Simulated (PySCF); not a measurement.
C₃H₉Si, SMILES C[Si](C)C, multiplicity 2.

Geometry: r2SCAN-D4/def2-SVP.

All values below come from SMD-M06-2X/6-31G* in PySCF.

Solvation free energies are E(SMD) − E(gas) at the gas-phase geometry, for 1 M in both phases. In vacuum the dipole moment is 0.54 D.

```json
[
 {"solvent": "water", "ΔG(solv) (kcal/mol)": "2.6", "its non-electrostatic (CDS) part": "4.2", "dipole (D)": "0.77"},
 {"solvent": "N,N-dimethylformamide", "ΔG(solv) (kcal/mol)": "-0.6", "its non-electrostatic (CDS) part": "1.0", "dipole (D)": "0.76"},
 {"solvent": "diethylether", "ΔG(solv) (kcal/mol)": "-1.7", "its non-electrostatic (CDS) part": "-0.6", "dipole (D)": "0.68"}
]
```
